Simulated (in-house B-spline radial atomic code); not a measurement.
How numerical settings move a run on Sc VII (Sc6+), [Ne] 3s2 3p3. Computed with an all-electron radial atomic-structure program (B-spline basis): Dirac-Hartree-Fock, average of configuration, Fermi nucleus of rms radius 3.5459 fm.

Command:
```bash
python run_scf.py task.json out
```
Settings of the sound reference run:
```
Z                21
electrons        15
configuration    [Ne] 3s2 3p3
hamiltonian      dirac
method           hf
spin_polarised   False
nucleus          fermi
rms_radius       3.5459
mass_number      45
atomic_mass      44.95591
speed_of_light   137.036
knot_spacing     0.22
spline_order     8
gauss_points     12
box_radius       8.96
max_iterations   70
damping          0.5
damped_steps     3
diis_vectors     10
tolerance        1e-08
start            Thomas-Fermi
```

Time taken, with all properties: 1.1 s on 1 thread of Arm Neoverse N1, on a shared host.

It converges in 9 iterations to -751.702953 hartree, with 3p3/2 at -133.832 eV. The other runs change the listed settings, some to values that make no sense; their results aren't properties of the atom or ion. Radii are in bohr (the nuclear one in fm), a minus after a letter asks for a j subshell, and «unchanged» means within 1e-8 hartree. The run stops when the residual is below 10 × tolerance × max(1, Z/10), or a noise floor if that is larger, and the energy moves by less than 1e-8 × √|E| hartree; so very loose and very tight tolerances often act alike.

```tsv
changed settings	outcome
gauss_points = 3	converged in 8 iterations, energy +1.36e-05 hartree from the reference, 3p3/2 level +1.6e-05 eV
damped_steps = 0	converged in 7 iterations, energy unchanged, 3p3/2 level -3.6e-07 eV
first_knot = 0.000476, max_iterations = 75, diis_vectors = 20, start = bare nucleus	converged in 9 iterations, energy -5.75e-05 hartree from the reference, 3p3/2 level +2.7e-06 eV
first_knot = 0.00476, max_iterations = 5	not converged after 5 iterations, last residual 4.0e-03, last energy -4.45e-04 hartree from the reference
spline_order = 5	converged in 9 iterations, energy +7.26e-06 hartree from the reference, 3p3/2 level -1.4e-06 eV
electrons = 16, configuration = [Ne] 3s2 3p3 4s-1, max_iterations = 60	stopped with error: j subshells need the Dirac Hamiltonian and l > 0
first_knot = 0.0476, max_iterations = 50, tolerance = 1e-10, start = bare nucleus	converged in 10 iterations, energy +1.16e-01 hartree from the reference, 3p3/2 level +4.6e-02 eV
spline_order = 6	converged in 9 iterations, energy +3.49e-07 hartree from the reference, 3p3/2 level -2.8e-07 eV
method = revtpss,revtpss	stopped with error: meta-GGAs are not served with the Dirac Hamiltonian
gauss_points = 16, box_radius = 1.34, first_knot = 0.00476, max_iterations = 50, tolerance = 0.01	converged in 7 iterations, energy +8.53e+00 hartree from the reference, 3p3/2 level +6.2e+01 eV (the program warns: 3p3/2 reaches the box edge; 2s1/2 reaches the box edge)
spline_order = 7	converged in 9 iterations, energy +2.35e-08 hartree from the reference
spline_order = 4	converged in 9 iterations, energy +2.49e-04 hartree from the reference, 3p3/2 level +2.1e-05 eV
electrons = 18, configuration = [Ne] 3s2 3p3 4s3, max_iterations = 60	stopped with error: shell 4s holds at most 2 electrons
```

Question: What happens with spline_order = 10?

Answer: Converged in 9 iterations, energy unchanged.

Question: What happens with max_iterations = 8, diis_vectors = 2?

Answer: Not converged after 8 iterations, last residual 8.1e-07, last energy -1.00e-11 hartree from the reference.

Question: What happens with damped_steps = 30?

Answer: Converged in 22 iterations, energy unchanged, 3p3/2 level -8.7e-07 eV.

Question: What happens with damped_steps = 1?

Answer: Converged in 7 iterations, energy unchanged.
